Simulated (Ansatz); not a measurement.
Cartesian coordinates in Å:
```
B -1.411 1.045 -1.501
Ge -0.998 -0.726 -0.537
C 0.864 -0.840 0.088
Si 1.242 0.418 1.412
H -0.535 1.699 -1.983
H -2.536 1.426 -1.630
H -1.939 -0.978 0.661
H -1.259 -1.868 -1.550
H 1.517 -0.675 -0.774
H 1.058 -1.849 0.462
H 0.443 0.134 2.636
H 2.683 0.433 1.785
H 0.871 1.781 0.933
```

The species carries charge 0 and has multiplicity 1.

(1) List the r2SCAN/def2-TZVPP orbital energies in eV (Ansatz 0.2.0). (An estimate is asked.)

Answers

(1) Ansatz gave: Occupied: -10833.82, -1790.80, -1348.95, -1199.00, -1198.99, -1198.98, -272.97, -181.15, -167.12, -141.28, -116.82, -116.81, -116.77, -96.13, -96.13, -96.12, -30.13, -30.11, -30.06, -30.03, -30.03, -18.28, -14.25, -13.26, -12.21, -10.79, -9.57, -9.13, -8.53, -8.45, -8.06, -7.55, -7.24. Lowest empty: -3.04, 0.14, 0.48, 1.06, 1.25, 1.44, 1.76, 1.96.
